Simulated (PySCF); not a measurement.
Species: C7H12F (charge +1).
Z-matrix (Å and degrees, PBE0-D3(BJ)/def2-SVP geometry), rows numbered from 1:
```
C 
C   1  1.4477
C   2  1.4548  1  123.66
C   3  1.5765  2  105.17  1   109.03
C   4  1.5160  3  109.87  2    58.21
C   5  1.5166  4  111.10  3   -56.79
C   2  1.4672  1  118.97  3   173.35
F   7  1.3527  2  112.20  1     7.82
H   1  1.1145  2  104.84  3   115.09
H   1  1.0956  2  114.62  3    -5.04
H   1  1.1041  2  111.28  3  -135.42
H   3  1.1020  2  111.01  1  -136.06
H   3  1.0973  2  112.42  1   -12.00
H   4  1.1014  3  109.41  2   -64.21
H   4  1.0996  3  106.25  2  -179.42
H   5  1.1015  4  109.62  3  -177.16
H   5  1.1023  4  110.28  3    66.21
H   6  1.1019  5  111.33  4   -64.95
H   6  1.0998  5  113.26  4   174.22
H   7  1.1066  2  110.17  1   130.28
```

Method used: delta-SCF UKS SCAN, pcX-2 on the ionised atom, pcseg-1 elsewhere, spin-free X2C (PySCF). The ground state was rerun for each ionised atom, in the same mixed basis as its hole state.

```
ionised atom  basis functions  E(ground) (Eh)  binding energy (eV)
          C1              203      -373.49844              296.331
          C3              203      -373.50038              296.328
          C4              203      -373.50029              295.748
          C5              203      -373.49998              295.415
          C6              203      -373.50080              295.724
          C7              203      -373.50473              298.427
          F8              203      -373.54530              697.368
```

Question: Fill in the total energy of each core-ionised state.

Answer: With binding energy = E(ionised) − E(ground) and 27.2114 eV a hartree:

```
atom  binding energy (Eh)  E(ionised) (Eh)
  C1              10.8900        -362.6085
  C3              10.8899        -362.6105
  C4              10.8685        -362.6317
  C5              10.8563        -362.6437
  C6              10.8677        -362.6331
  C7              10.9670        -362.5377
  F8              25.6278        -347.9175
```

Question: How much do the ground-state energies differ, and what would follow from using one of them for all holes?

Answer: They run from -373.5453 Eh (core basis on F8) to -373.4984 Eh (on C1), 0.0469 Eh or 1.28 eV apart, for one and the same state in different bases and grids. Pairing the ion of C1 with the ground state of F8 would put its binding energy 1.28 eV too high.

Lowest listed C 1s: C5, bonded to 2 C and 2 H. Highest, 3.01 eV above it: C7, bonded to F, 2 C and H. The widest gap between neighbouring values is 2.10 eV, between 296.33 and 298.43 eV. The values 295.72 and 295.75 eV; the values 296.33 and 296.33 eV lie too close for their order to be trusted.

Only 1s holes are shown. The species carries charge +1, so core ionisation leaves charge +2. One conformer (not necessarily the lowest) at the PBE0-D3(BJ)/def2-SVP geometry, without solvent, vibrations or thermal averaging.

Hardware: an Arm Neoverse N1 with one thread (shared host). Cost: 4.7 min of wall time.
